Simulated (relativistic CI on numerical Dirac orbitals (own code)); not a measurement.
Electric-dipole lines of Ce XVIII

Method of calculation: Dirac-Coulomb-Breit CI, orbitals from a KLI potential per configuration, model QED, unscaled Slater integrals (own radial code, finite nucleus).

CI space (outside the closed core [Ar] 3d10): 4s2 4p6 4d5, 4s2 4p5 4d6, 4s2 4p6 4d4 4f, 4s2 4p6 4d4 5p, 4s2 4p6 4d3 4f 5s, 4p6 4d7, 4p5 4d8, 4s2 4p6 4d3 5s2, 4s2 4p6 4d2 4f 5s2, 4s2 4p6 4d2 5s2 5p. Double excitations out of closed p, d and f shells are left out; levels of such configurations are missing from the list, as are those of other unlisted configurations, and high levels can miss mixing partners.

```
λ vac (nm)                     Lower                          Upper   A (s⁻¹)  E lower (cm⁻¹)  E upper (cm⁻¹)
    10.174    4s2 4p6 4d5 6S_5/2 [1]   4s2 4p6 4d4 4f 6F°_7/2 [167]  5.00e+09               0          982900
    11.360    4s2 4p6 4d5 4G_7/2 [3]      4s2 4p5 4d6 4G°_5/2 [113]  4.51e+09           58042          938354
    11.387  4s2 4p6 4d5 2I_11/2 [11]   4s2 4p6 4d4 4f 6G°_9/2 [145]  4.95e+09           89405          967572
    11.517  4s2 4p6 4d5 2I_13/2 [16]     4s2 4p5 4d6 4G°_11/2 [144]  1.74e+10           98510          966766
    11.603  4s2 4p6 4d5 2I_13/2 [16]  4s2 4p6 4d4 4f 4K°_11/2 [136]  8.75e+09           98510          960320
    11.625    4s2 4p6 4d5 4G_7/2 [3]    4s2 4p6 4d4 4f 6H°_5/2 [93]  3.84e+09           58042          918263
    11.645  4s2 4p6 4d5 2I_11/2 [11]      4s2 4p5 4d6 4F°_9/2 [123]  6.90e+09           89405          948116
    11.657  4s2 4p6 4d5 2I_11/2 [11]      4s2 4p5 4d6 2G°_9/2 [122]  3.92e+09           89405          947232
    11.693    4s2 4p6 4d5 4G_9/2 [7]       4s2 4p5 4d6 2G°_7/2 [95]  4.87e+09           64287          919510
    11.801    4s2 4p6 4d5 4G_5/2 [2]       4s2 4p5 4d6 4P°_3/2 [74]  1.26e+10           42809          890190
    11.826   4s2 4p6 4d5 2G_9/2 [15]      4s2 4p5 4d6 2F°_7/2 [117]  6.28e+09           98245          943823
    11.838    4s2 4p6 4d5 4G_9/2 [7]       4s2 4p5 4d6 4G°_7/2 [88]  1.54e+10           64287          909000
    11.869   4s2 4p6 4d5 2D_5/2 [10]      4s2 4p5 4d6 4S°_3/2 [103]  9.27e+09           83656          926189
    11.893    4s2 4p6 4d5 4G_9/2 [7]       4s2 4p5 4d6 4G°_9/2 [86]  6.09e+09           64287          905152
    11.896  4s2 4p6 4d5 2I_11/2 [11]     4s2 4p5 4d6 2I°_11/2 [108]  1.65e+10           89405          930028
    11.904   4s2 4p6 4d5 4G_11/2 [5]       4s2 4p5 4d6 4G°_9/2 [80]  1.70e+10           60774          900816
    11.946   4s2 4p6 4d5 4G_11/2 [5]      4s2 4p5 4d6 4G°_11/2 [79]  1.48e+10           60774          897863
    11.990    4s2 4p6 4d5 4G_5/2 [2]       4s2 4p5 4d6 4D°_5/2 [64]  8.62e+09           42809          876811
    12.025    4s2 4p6 4d5 4G_7/2 [3]       4s2 4p5 4d6 4D°_7/2 [73]  4.45e+09           58042          889651
    12.027    4s2 4p6 4d5 4G_5/2 [6]       4s2 4p5 4d6 4P°_5/2 [77]  5.13e+09           63490          894971
    12.038   4s2 4p6 4d5 2G_9/2 [15]      4s2 4p5 4d6 2G°_9/2 [106]  6.09e+09           98245          928913
    12.044   4s2 4p6 4d5 4G_11/2 [5]       4s2 4p5 4d6 4F°_9/2 [75]  2.39e+09           60774          891073
    12.079    4s2 4p6 4d5 4D_7/2 [9]       4s2 4p5 4d6 4D°_5/2 [87]  8.16e+09           79239          907149
    12.089  4s2 4p6 4d5 2I_13/2 [16]     4s2 4p5 4d6 2I°_13/2 [101]  1.71e+10           98510          925683
    12.093    4s2 4p6 4d5 4G_7/2 [3]       4s2 4p5 4d6 4F°_7/2 [68]  3.30e+09           58042          884986
    12.095    4s2 4p6 4d5 4P_3/2 [4]       4s2 4p5 4d6 4P°_1/2 [70]  1.38e+10           60715          887484
    12.095    4s2 4p6 4d5 6S_5/2 [1]       4s2 4p5 4d6 6P°_3/2 [44]  2.02e+10               0          826761
    12.103    4s2 4p6 4d5 6S_5/2 [1]       4s2 4p5 4d6 6P°_5/2 [43]  1.68e+10               0          826210
    12.123   4s2 4p6 4d5 4G_11/2 [5]      4s2 4p5 4d6 2H°_11/2 [69]  1.87e+09           60774          885651
    12.162    4s2 4p6 4d5 4G_5/2 [2]       4s2 4p5 4d6 4D°_5/2 [56]  9.84e+09           42809          865026
    12.215   4s2 4p6 4d5 4G_11/2 [5]       4s2 4p5 4d6 2G°_9/2 [66]  2.69e+09           60774          879414
    12.223    4s2 4p6 4d5 4P_1/2 [8]       4s2 4p5 4d6 4D°_1/2 [71]  1.55e+10           69788          887905
    12.223    4s2 4p6 4d5 4G_7/2 [3]       4s2 4p5 4d6 4G°_7/2 [63]  8.87e+09           58042          876150
    12.268    4s2 4p6 4d5 4G_9/2 [7]       4s2 4p5 4d6 2G°_9/2 [66]  4.32e+09           64287          879414
    12.274    4s2 4p6 4d5 6S_5/2 [1]       4s2 4p5 4d6 4D°_7/2 [39]  6.40e+09               0          814713
    12.358    4s2 4p6 4d5 4P_3/2 [4]       4s2 4p5 4d6 4D°_3/2 [59]  6.62e+09           60715          869908
    12.373    4s2 4p6 4d5 4G_9/2 [7]       4s2 4p5 4d6 4G°_9/2 [62]  4.63e+09           64287          872479
    12.384    4s2 4p6 4d5 4G_5/2 [2]       4s2 4p5 4d6 6F°_7/2 [51]  4.34e+09           42809          850296
    12.384   4s2 4p6 4d5 4G_11/2 [5]      4s2 4p5 4d6 4H°_11/2 [58]  1.90e+09           60774          868257
    12.398    4s2 4p6 4d5 4G_5/2 [6]       4s2 4p5 4d6 4F°_5/2 [60]  9.95e+09           63490          870053
    12.411    4s2 4p6 4d5 4D_7/2 [9]       4s2 4p5 4d6 4F°_7/2 [68]  5.58e+09           79239          884986
    12.438    4s2 4p6 4d5 4G_9/2 [7]      4s2 4p5 4d6 4H°_11/2 [58]  5.01e+09           64287          868257
    12.498    4s2 4p6 4d5 4G_7/2 [3]       4s2 4p5 4d6 4H°_9/2 [54]  4.24e+09           58042          858141
    12.656   4s2 4p6 4d5 2G_7/2 [21]       4s2 4p5 4d6 2H°_9/2 [90]  5.21e+09          120756          910874
    12.755   4s2 4p6 4d5 4G_11/2 [5]      4s2 4p5 4d6 4H°_13/2 [50]  2.09e+09           60774          844756
```

Terms are leading LS components. Brackets give the number of a level in order of energy, since labels repeat. The list gives strong lines, with weight on those to low levels, without lines whose two gauges differ by over a factor of 2.5, among the lowest 200 of 1356 levels, so that lines to higher ones, which can be the strongest, are missing. Levels whose partners in the same complex of configurations lie outside the list can be far off, and so can their lines. Rates are taken at the computed energies, electric ones in the length gauge.

At this charge energies of transitions that change n are usually good to better than 1 %, and those within a shell (Δn = 0) to a few per cent. Terms inside the open d or f shell come out 10 to 20 % too wide with unscaled integrals.

LS names give the leading component of a level, which can be under half, so a name can repeat, a term be missing and a line seem to break the LS rules.
